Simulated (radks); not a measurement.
Spherical quantum dot in the effective-mass picture: electrons in a well V = -V0 / (1 + exp((r - R)/a)) with V0 = 13.7, R = 2.36, a = 0.16, with a point charge +1 (a donor) at the centre, all in effective atomic units (hartree* = m*/eps^2 hartree, bohr* = eps/m* bohr), one dielectric constant everywhere. Calculated with a radial shooting solver with Libxc functionals: non-relativistic Kohn-Sham, LDA (Slater exchange, Perdew-Wang correlation), spin-polarised, spherical densities. Levels are named by radial order and angular momentum (1s, 1p, 1d, 2s, ...), and open shells are averaged over m.

N = 15, configuration 1s2 1p6 1d(up 5, down 2). This is the lowest configuration that the search found. Occupied and some empty levels:

level    occupation  eigenvalue (hartree*)  <r> (bohr*)
1s up             1                -5.2688        1.319
1s down           1                -5.2076        1.308
1p up             3                -4.5332        1.558
1p down           3                -4.4591        1.556
1d up             5                -3.5958        1.679
1d down           2                -3.5187        1.679
2s up             0                -3.1683        1.169
2s down           0                -3.1304        1.175
1f up             0                -2.4338        1.770
1f down           0                -2.3568        1.771
2p up             0                -1.3428        1.386
2p down           0                -1.2958        1.385

Energy (hartree*): total -124.048, kinetic 25.636, external -205.29, Hartree 64.278, exchange-correlation -8.6702.

Electron density:

r (bohr*)  n(r) (e/bohr*^3)
0.147                0.2985
0.394                0.2431
0.640                0.2640
0.886                0.3376
1.13                 0.4331
1.38                 0.4940
1.62                 0.4534
1.87                 0.2972
2.12                 0.1186
2.36                0.02587
2.61               0.003505
2.85              0.0003966
3.10             0.00004446
